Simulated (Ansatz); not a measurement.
Ideal-gas functions of BBrClH3Si (`B[SiH](Cl)Br`) at 298.15 K and 1 bar, from an Ansatz frequency run at PBE0-D4/def2-TZVP.

Molar mass 157.28 g/mol, point group C1 (symmetry number 1), electronic degeneracy 1, moments of inertia 96.883, 353.934, 411.087 u Å². Harmonic wavenumbers (cm⁻¹, unscaled): 96, 133, 184, 360, 516, 571, 595, 674, 720, 824, 888, 1120, 2267, 2607, 2716.

Use S(trans) = R[1.5 ln M + 2.5 ln T − 1.1517]; rotational temperatures θ = 24.2544 K / I; S(rot) = R[ln(√π/σ · √(T³/θAθBθC)) + 1.5]; for each mode x = 1.438777 ν̃/T, S = R[x/(eˣ − 1) − ln(1 − e⁻ˣ)] and H = RT x/(eˣ − 1); 1 cm⁻¹ = 0.0119627 kJ/mol; R = 8.31446 J/(mol·K).

Q: By hand: the entropy, in J/(mol·K).

A: Translation 171.9. Rotation: θ = 0.2503, 0.0685, 0.059 K, giving 117.0. Vibration, mode by mode: 14.79, 12.14, 9.57, 4.69, 2.59, 2.10, 1.92, 1.42, 1.19, 0.79, 0.61, 0.24, 0.00, 0.00, 0.00, in all 52.1. Electronic 0.0. Sum 341.0 J/(mol·K).

Q: By hand: H − E and G − E in kJ/mol, counted from the electronic energy.

A: Zero-point energy ½ × 14271 × 0.0119627 = 85.4; thermal vibration 8.6; translation, rotation and pV give 4 RT = 9.9. H − E = 103.9 kJ/mol, and G − E = 103.9 − 298.15 × 341.0/1000 = 2.2 kJ/mol.

Vibration gives 15 % of the entropy, 26.9 J/(mol·K) of it from the modes under 150 cm⁻¹: soft modes count most, and the harmonic formula is weakest for them. The sum counts one conformer and one mirror image; others add a mixing term.
